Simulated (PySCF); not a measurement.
Geometries of 2 isomers of C4H11As, from PBE0-D3(BJ)/def2-SVP geometry optimisation, gas phase in PySCF 2.14.0. One conformer each, no zero-point energy, no frequencies.

Question: Which is lower in electronic energy at this level?
A.
```xyz
16
angstrom
As     0.082    0.703    0.869
C      1.774    0.478   -0.107
H      2.300   -0.414    0.263
H      2.419    1.350    0.075
H      1.606    0.374   -1.190
C     -0.663    2.124   -0.267
H     -1.712    2.301    0.011
H     -0.612    1.859   -1.334
H     -0.104    3.057   -0.100
C     -0.894   -0.798    0.030
C     -0.462   -2.157    0.557
H     -0.765   -0.733   -1.064
H     -1.963   -0.623    0.237
H     -1.048   -2.970    0.101
H      0.599   -2.360    0.339
H     -0.592   -2.225    1.648
```
B.
```xyz
16
angstrom
C     -2.062    0.869    0.370
C     -1.117   -0.056   -0.382
C      0.323    0.022    0.114
C      1.269   -0.903   -0.633
As     3.164   -0.882   -0.072
H     -2.080    0.634    1.446
H     -3.093    0.789   -0.006
H     -1.753    1.922    0.270
H     -1.142    0.182   -1.460
H     -1.472   -1.098   -0.298
H      0.683    1.063    0.029
H      0.351   -0.214    1.193
H      1.271   -0.673   -1.712
H      0.939   -1.952   -0.548
H      3.283    0.641   -0.033
H      2.871   -0.947    1.426
```

Answer: A. That is AsMe2Et (`C([As](C)C)C`), 4.2 kcal/mol below the other.

| SMILES | atoms numbered as above | E (Eh) | relative (kcal/mol) | relative (kJ/mol) | dipole (D) |
| --- | --- | --- | --- | --- | --- |
| CC[As](C)C | – | -2394.07579 | 0.0 | 0.0 | 1.05 |
| CCCC[AsH2] | [CH3:1][CH2:2][CH2:3][CH2:4][AsH2:5] | -2394.06912 | 4.2 | 17.5 | 1.17 |
